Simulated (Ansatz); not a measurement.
The cluster Cd₉O₈⁺, relaxed as a doublet with UKS PBE-D4/def2-SVP in Ansatz, starting from the GFN1-xTB geometry. Force threshold 0.03 eV/Å.

In the def2 sets Cd takes a core potential; there is no spin–orbit coupling. The structure holds 4 bonds between oxygen atoms, so isomers without such links may lie far lower. Another isomer (doublet) lies 0.98 eV lower at PBE0-D4/def2-TZVP; other spin states weren't run for this one.

Start:

```xyz
17

Cd    1.1136    1.3905    0.8875
Cd    2.7389    0.0704   -1.1258
Cd    1.0923   -2.1512   -1.1267
Cd   -1.5387    1.6063    1.2338
Cd   -1.6954    2.0132   -2.6140
Cd   -2.3112   -1.5551    1.3605
Cd    0.9215    1.6437   -3.0991
Cd   -3.5655    2.7186   -0.6442
Cd   -0.0124   -2.9550    1.4484
O    -0.5888    3.2821   -0.8246
O     0.7284    3.1078   -0.8303
O    -1.4356    0.0264   -1.1407
O     1.6895   -1.1689    1.7038
O     1.8646   -1.7013    2.9194
O     0.2495   -3.7124   -0.3356
O    -0.0855   -0.1600   -1.1259
O     0.8348   -2.4552    3.3136
```

Estimate the energy that the relaxation releases and the steps that it takes.

1.18 eV, in 15 steps; 91 s on 2 threads of AMD EPYC 7R13 on a shared host and a share (18 GiB) of an NVIDIA H100 80GB HBM3. No frequencies were taken in this run, so the end may be a saddle point.

Does the start keep its bonding and symmetry?

Bonds formed: Cd1–Cd6, Cd1–O13, Cd1–O16, Cd4–O10, Cd6–O12 (atoms count from 1).

Predict the relaxed structure.


Cartesian coordinates in Å:
```
Cd 0.754 0.829 0.735
Cd 3.109 -0.342 -1.422
Cd 0.694 -2.285 -1.383
Cd -1.830 1.865 1.407
Cd -1.883 1.773 -2.290
Cd -1.813 -1.315 0.887
Cd 0.892 1.855 -2.820
Cd -3.287 3.841 -0.685
Cd 0.350 -3.165 1.470
O -0.821 3.010 -0.571
O 0.533 2.717 -0.472
O -1.472 -0.262 -1.282
O 1.681 -0.984 1.665
O 1.384 -1.028 3.057
O 0.791 -4.017 -0.368
O -0.019 -0.259 -1.329
O 0.937 -2.231 3.400
```
Bond lengths (bridged metal pairs left out): 11 × Cd–O 2.01 to 2.50 Å; 10 × Cd–Cd 2.83 to 3.42 Å; 4 × O–O 1.33 to 1.45 Å.
